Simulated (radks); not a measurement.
Values are calculated unless marked as measured or tabulated.
Species: Sb. Configuration: [Kr] 4d10 5s2 5p3. Code: a radial shooting solver on a logarithmic mesh with Libxc functionals. Model: scalar-relativistic Kohn-Sham, LDA (Slater exchange, VWN5 correlation), spin-polarised, spherical densities, point nucleus; open shells are filled with parallel spins first (spin-orbit coupling, left out, can overturn this in heavy ions); hard spherical wall at 6 bohr.

Normalised radial functions P(r) = r R(r), r in bohr:

```
   r/bohr * 4p up, o 4p down, + 4d up (the largest magnitude, 1.25, reaches the edge; | marks zero, & curves that meet)
 0.002269                             &
 0.002979                             &
 0.003941                             &
 0.005173                             &
 0.006845                             +&
 0.009057                             +&
  0.01189                             + &
  0.01573                             +  &
  0.02065                             +   &
  0.02732                             +     &
  0.03586                             |+     &
  0.04744                             | +      &
  0.06277                             |  +      &
  0.08239                             |    +   &
    0.109                             |   &   +
   0.1431                         &   |          +
   0.1893                 &           |           +
   0.2485              &              |          +
   0.3288                    &        |    +
   0.4351                       +     |     &
   0.5711             +               |                    &
   0.7556      +                      |                          &
   0.9918       +                     |                     &
    1.312            +                |            &
    1.722                   +         |    &
    2.279                         +   |&
    3.015                            +&
    3.958                             &
    5.237                             &
```

4p up: eigenvalue -100.24 eV, 2 radial nodes at r = 0.126, 0.395 bohr, <r> = 0.853 bohr, 90 % of the charge inside 1.25 bohr. 4p down: eigenvalue -100.08 eV, 2 radial nodes at r = 0.126, 0.395 bohr, <r> = 0.852 bohr, 90 % of the charge inside 1.25 bohr. 4d up: eigenvalue -32.290 eV, 1 radial node at r = 0.376 bohr, <r> = 1.04 bohr, 90 % of the charge inside 1.61 bohr.
